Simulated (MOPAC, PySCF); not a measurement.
Isomers of CH6Si2. Gas-phase values, no solvent. Strings in code marks are SMILES.

Quantity: vertical ionisation energy (energy after one electron is removed minus that of the parent at the parent's geometry), in eV.

Level 1: B3LYP/6-31G* // PBE-D3(BJ)/def2-TZVP (PySCF)
Level 2: PBE/6-31G* // PBE-D3(BJ)/def2-TZVP (PySCF)
Level 3: minus the HOMO energy of HF/STO-3G // PBE-D3(BJ)/def2-TZVP (PySCF)
Level 4: minus the HOMO energy of PM3 // PBE-D3(BJ)/def2-TZVP (MOPAC)

```json
[
 {"species": "`C=[SiH][SiH3]`", "level 1": "8.40", "level 2": "8.48", "level 3": "5.43", "level 4": "___"},
 {"species": "`[SiH2]=C[SiH3]`", "level 1": "8.67", "level 2": "8.67", "level 3": "5.61", "level 4": "8.32"},
 {"species": "`C[SiH]=[SiH2]`", "level 1": "___", "level 2": "7.72", "level 3": "3.74", "level 4": "___"}
]
```

Task: What belongs in the gaps?

Result: 
- `C=[SiH][SiH3]`, level 4: 8.47
- `C[SiH]=[SiH2]`, level 1: 7.71
- `C[SiH]=[SiH2]`, level 4: 7.79
